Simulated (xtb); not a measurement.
Br₂Si, charge +1, doublet, from a rough starting geometry (a state made from the parent by changing its charge; the spin is typed, not shown lowest); GFN2-xTB run with xtb.

Here is a job for xtb.
```
$ xtb mol.xyz --gfn 2 --chrg 1 --uhf 1 --opt vtight --json

# file mol.xyz
3

Si    -0.05689870     0.00959607     0.95100312
Br     0.91036693    -1.42533671    -0.44984213
Br    -0.98021632     1.47048533    -0.48054790
```

It wrote (shortened):

```
   ID    Z sym.   atoms
    1   14 Si     1
    2   35 Br     2, 3

           -------------------------------------------------
          |                Calculation Setup                |
           -------------------------------------------------

           -------------------------------------------------
          |                 G F N 2 - x T B                 |
           -------------------------------------------------

          ...................................................
          :                      SETUP                      :
          :.................................................:
          :  # basis functions                  30          :
          :  # atomic orbitals                  27          :
          :  # shells                            9          :
          :  # electrons                        17          :
          :  max. iterations                   250          :
          :  Hamiltonian                  GFN2-xTB          :
          :  restarted?                      false          :
          :  GBSA solvation                  false          :
          :  PC potential                    false          :
          :  electronic temp.          300.0000000     K    :
          :  accuracy                    1.0000000          :
          :  -> integral cutoff          0.2500000E+02      :
          :  -> integral neglect         0.1000000E-07      :
          :  -> SCF convergence          0.1000000E-05 Eh   :
          :  -> wf. convergence          0.1000000E-03 e    :
          :  Broyden damping             0.4000000          :
          :  net charge                          1          :
          :  unpaired electrons                  1          :
          ...................................................

 iter      E             dE          RMSdq      gap      omega  full diag
   1     -9.2150945 -0.921509E+01  0.113E+01    3.50       0.0  T
   2     -9.1247728  0.903217E-01  0.150E+01    1.67       1.0  T
   3     -9.4243528 -0.299580E+00  0.735E+00    2.50       1.0  T
   4     -9.1694024  0.254950E+00  0.115E+01    1.64       1.0  T
   5     -9.3194481 -0.150046E+00  0.905E+00    1.91       1.0  T
   6     -9.4340434 -0.114595E+00  0.273E+00    2.30       1.0  T
   7     -9.4337350  0.308472E-03  0.147E+00    2.31       1.0  T
   8     -9.4352947 -0.155974E-02  0.650E-01    2.36       1.0  T
   9     -9.4355075 -0.212744E-03  0.419E-01    2.36       1.0  T
[...]
         :: total energy              -9.422786173126 Eh    ::
 * total energy  :    -9.4227862 Eh     change       -0.3089475E-09 Eh
 * total energy  :    -9.4306849 Eh     change       -0.7898768E-02 Eh
 * total energy  :    -9.4312392 Eh     change       -0.5542654E-03 Eh
 * total energy  :    -9.4314121 Eh     change       -0.1728611E-03 Eh
 * total energy  :    -9.4315608 Eh     change       -0.1486973E-03 Eh
 * total energy  :    -9.4315642 Eh     change       -0.3426037E-05 Eh
 * total energy  :    -9.4315769 Eh     change       -0.1266028E-04 Eh
 * total energy  :    -9.4315769 Eh     change       -0.2325331E-07 Eh
   *** GEOMETRY OPTIMIZATION CONVERGED AFTER 8 ITERATIONS ***
         :: total energy              -9.431576874421 Eh    ::
[...]
        18                         -0.2086992              -5.6790
        19                         -0.2082683              -5.6673
        20                         -0.2018210              -5.4918
       ...                                ...                  ...
        27                          1.2085020              32.8850
      -------------------------------------------------------------
                  HL-Gap            0.0729013 Eh            1.9837 eV
             Fermi-level           -0.6109631 Eh          -16.6252 eV

     #   Z          covCN         q      C6AA      α(0)
     1  14 Si       1.660     0.623   175.143    28.141
     2  35 Br       0.831     0.189   179.644    21.610
     3  35 Br       0.831     0.189   179.644    21.610

 Mol. C6AA /au·bohr⁶  :       1578.026753
 Mol. C8AA /au·bohr⁸  :     103981.899283
 Mol. α(0) /au        :         71.360595

Wiberg/Mayer (AO) data.
largest (>0.10) Wiberg bond orders for each atom

 ---------------------------------------------------------------------------
     #   Z sym  total        # sym  WBO       # sym  WBO       # sym  WBO
 ---------------------------------------------------------------------------
     1  14 Si   3.231 --     3 Br   1.616     2 Br   1.616
     2  35 Br   1.779 --     1 Si   1.616     3 Br   0.163
     3  35 Br   1.779 --     1 Si   1.616     2 Br   0.163
 ---------------------------------------------------------------------------

Topologies differ in total number of bonds
Writing topology from bond orders to xtbtopo.mol

molecular dipole:
                 x           y           z       tot (Debye)
 q only:       -0.090       0.033       0.525
   full:       -0.097       0.032       0.872       2.232
molecular quadrupole (traceless):
                xx          xy          yy          xz          yz          zz
 q only:       -0.764      -3.547       2.338      -0.058      -0.030      -1.574
  q+dip:       -0.349      -0.712       0.260      -0.115       0.032       0.089
   full:        0.491       1.366      -0.725      -0.095       0.069       0.234

optimized geometry written to: xtbopt.xyz

           -------------------------------------------------
          | TOTAL ENERGY               -9.431576874421 Eh   |
          | GRADIENT NORM               0.000051163867 Eh/α |
          | HOMO-LUMO GAP               1.983745027381 eV   |
           -------------------------------------------------

normal termination of xtb
```
